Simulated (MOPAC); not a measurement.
MOPAC input (PM7):

```
PM7 PRECISE GNORM=0.05 LET XYZ CHARGE=-1 GEO-OK AUX(PRECISION=9) THREADS=1
C3H2F

C    -1.83513400 1   -0.27266300 1   -0.07148600 1
C    -0.50767400 1   -0.24131200 1   -0.09446400 1
C     0.77801500 1   -0.41262500 1   -0.20752300 1
F     1.58085900 1    0.68112300 1    0.26250000 1
H    -2.44293900 1    0.09261700 1   -0.90007400 1
H    -2.39603700 1   -0.66312100 1    0.77842200 1
```

Output:

```
 *******************************************************************************
 **                                                                           **
 **                              MOPAC v23.2.5                                **
 **                                                                           **
 *******************************************************************************
 ** MOPAC's Digital Object Identifier: https://doi.org/10.5281/zenodo.6511958 **
 **                                                                           **
 ** Please cite the open-source release paper for use of this MOPAC version:  **
 ** J. E. Moussa and J. J. P. Stewart (2026)                                  **
 ** MOPAC: An open-source semiempirical molecular orbital program             **
 ** J. Open Source Softw., 11(119), 8025, https://doi.org/10.21105/joss.08025 **
 *******************************************************************************

                              PM7 CALCULATION RESULTS

 *******************************************************************************
 *  PM7        - The PM7 Hamiltonian to be used
 *  GEO-OK     - OVERRIDE INTERATOMIC DISTANCE AND OTHER SAFETY CHECKS
 *
 *
 *
 *                 CHARGE ON SYSTEM = -1
 *
 *
 *
 *  LET        - OVERRIDE SOME SAFETY CHECKS
 *  PRECISE    - TIGHTER CRITERIA TO BE USED
 *  XYZ        - CARTESIAN COORDINATE SYSTEM TO BE USED
 *  GNORM      - EXIT WHEN GRADIENT NORM DROPS BELOW 0.050
 *  AUX        - OUTPUT AUXILIARY INFORMATION
 *******************************************************************************
PM7 PRECISE GNORM=0.05 LET XYZ CHARGE=-1 GEO-OK AUX(PRECISION=9) THREADS=1
 C3H2F

   ATOM   CHEMICAL          X               Y               Z
  NUMBER   SYMBOL      (ANGSTROMS)     (ANGSTROMS)     (ANGSTROMS)

     1       C         -1.83513400  *  -0.27266300  *  -0.07148600  *
     2       C         -0.50767400  *  -0.24131200  *  -0.09446400  *
     3       C          0.77801500  *  -0.41262500  *  -0.20752300  *
     4       F          1.58085900  *   0.68112300  *   0.26250000  *
     5       H         -2.44293900  *   0.09261700  *  -0.90007400  *
     6       H         -2.39603700  *  -0.66312100  *   0.77842200  *

          CARTESIAN COORDINATES

    NO.       ATOM           X           Y           Z

     1         C         -1.8351     -0.2727     -0.0715
     2         C         -0.5077     -0.2413     -0.0945
     3         C          0.7780     -0.4126     -0.2075
     4         F          1.5809      0.6811      0.2625
     5         H         -2.4429      0.0926     -0.9001
     6         H         -2.3960     -0.6631      0.7784

 General Reference for PM7:
 "Optimization of Parameters for Semiempirical Methods VI: More Modifications to the
 NDDO Approximations and Re-optimization of Parameters", J. J. P. Stewart, J. Mol. Mod., 1:32, 19 (2013)
 https://link.springer.com/article/10.1007/s00894-012-1667-x

           Empirical Formula: C3 H2 F  =     6 atoms

      MOLECULAR POINT GROUP   :   Cs

      RHF CALCULATION, NO. OF DOUBLY OCCUPIED LEVELS = 11

          Geometry optimization using EF

          DIAGONAL MATRIX USED AS START HESSIAN

 CYCLE:     1  GRAD.:   278.764 HEAT:  10.07660
 CYCLE:     2  GRAD.:   583.057 HEAT:  62.98701
 CYCLE:     3  GRAD.:   450.257 HEAT:  53.65062
 CYCLE:     4  GRAD.:   352.740 HEAT:  22.18861
 CYCLE:     5  GRAD.:   326.992 HEAT:  18.52949
 CYCLE:     6  GRAD.:   279.158 HEAT:  21.99279
 CYCLE:     7  GRAD.:   361.408 HEAT:  18.34152
 CYCLE:     8  GRAD.:   131.428 HEAT:  8.872314
 CYCLE:     9  GRAD.:   390.852 HEAT:  17.20878
 CYCLE:    10  GRAD.:    49.391 HEAT:  3.184097
 CYCLE:    11  GRAD.:    40.138 HEAT:  3.154896
 CYCLE:    12  GRAD.:    33.986 HEAT:  2.554931
 CYCLE:    13  GRAD.:    34.350 HEAT:  2.580116
 CYCLE:    14  GRAD.:    15.532 HEAT:  2.472752
 CYCLE:    15  GRAD.:    20.523 HEAT:  2.452459
 CYCLE:    16  GRAD.:    21.452 HEAT:  2.440174
 CYCLE:    17  GRAD.:     8.484 HEAT:  2.403955
 CYCLE:    18  GRAD.:    10.910 HEAT:  2.423362
 CYCLE:    19  GRAD.:     1.612 HEAT:  2.398928
 CYCLE:    20  GRAD.:     0.636 HEAT:  2.398757
 CYCLE:    21  GRAD.:     0.247 HEAT:  2.398713
 CYCLE:    22  GRAD.:     0.280 HEAT:  2.398712
 CYCLE:    23  GRAD.:     0.016 HEAT:  2.398708

     GRADIENT =  0.01558 IS LESS THAN CUTOFF =  0.05000

 -------------------------------------------------------------------------------
 PM7 PRECISE GNORM=0.05 LET XYZ CHARGE=-1 GEO-OK AUX(PRECISION=9) THREADS=1
 C3H2F

     GEOMETRY OPTIMISED USING EIGENVECTOR FOLLOWING (EF).
     SCF FIELD WAS ACHIEVED

                              PM7 CALCULATION
                                                       MOPAC v23.2.5 Linux

          FINAL HEAT OF FORMATION =          2.39871 KCAL/MOL =      10.03620 KJ/MOL

          COSMO AREA              =         93.99 SQUARE ANGSTROMS
          COSMO VOLUME            =         75.33 CUBIC ANGSTROMS

          GRADIENT NORM           =          0.01558          =       0.00636 PER ATOM
          IONIZATION POTENTIAL    =          2.632624 EV
          HOMO LUMO ENERGIES (EV) =         -2.633  6.834
          NO. OF FILLED LEVELS    =         11
          MOLECULAR WEIGHT        =         57.0472         POINT GROUP:  Cs

          MOLECULAR DIMENSIONS (Angstroms)

            Atom       Atom       Distance
            H     5    F     4     4.29812
            H     6    H     5     1.75415
            C     3    F     4     0.74995

          SCF CALCULATIONS        =         24

   ATOM   CHEMICAL          X               Y               Z
  NUMBER   SYMBOL      (ANGSTROMS)     (ANGSTROMS)     (ANGSTROMS)

     1       C         -1.85751913  *  -0.30627303  *  -0.08599626  *
     2       C         -0.53948333  *  -0.17273942  *  -0.06272856  *
     3       C          0.76837764  *  -0.30653358  *  -0.15947801  *
     4       F          1.63974512  *   0.60594010  *   0.22701246  *
     5       H         -2.46001184  *   0.00254948  *  -0.91394417  *
     6       H         -2.41427159  *  -0.73356902  *   0.72104702  *

                             CARTESIAN COORDINATES

   1    C       -1.857519134    -0.306273025    -0.085996256
   2    C       -0.539483326    -0.172739417    -0.062728561
   3    C        0.768377642    -0.306533585    -0.159478015
   4    F        1.639745122     0.605940098     0.227012459
   5    H       -2.460011837     0.002549485    -0.913944167
   6    H       -2.414271594    -0.733569019     0.721047022

           Empirical Formula: C3 H2 F  =     6 atoms

      MOLECULAR POINT GROUP   :   Cs

                  EIGENVALUES
 -34.42491 -20.04745 -16.91498 -12.04369 -10.43316 -10.42682  -9.35120  -9.28717
  -5.53128  -3.31524  -2.63262   6.83377   7.90858  10.63431  11.61873  11.69510
  12.27507  13.05425

              NET ATOMIC CHARGES AND DIPOLE CONTRIBUTIONS

  ATOM NO.   TYPE          CHARGE      No. of ELECS.   s-Pop       p-Pop
    1          C          -0.539725        4.5397     1.04775     3.49197
    2          C          -0.212095        4.2121     1.13674     3.07536
    3          C          -0.165095        4.1651     1.41665     2.74844
    4          F          -0.295919        7.2959     1.96076     5.33516
    5          H           0.106417        0.8936     0.89358
    6          H           0.106417        0.8936     0.89358
 DIPOLE           X         Y         Z       TOTAL
 POINT-CHG.     0.496     0.091     0.027     0.505
 HYBRID        -0.752     1.376     0.641     1.694
 SUM           -0.256     1.467     0.668     1.632

          ATOMIC ORBITAL ELECTRON POPULATIONS

     Atom    s        px        py        pz
    1  C   1.04775   1.03848   1.30725   1.14624
    2  C   1.13674   0.99440   0.89009   1.19087
    3  C   1.41665   0.88045   1.03388   0.83411
    4  F   1.96076   1.71639   1.70259   1.91618
    5  H   0.89358
    6  H   0.89358

 **********************
 *                    *
 * JOB ENDED NORMALLY *
 *                    *
 **********************

 == MOPAC DONE ==
```

The dipole moment of an ion depends on the origin.

The geometry given is a B3LYP-D3(BJ)/def2-TZVP minimum.
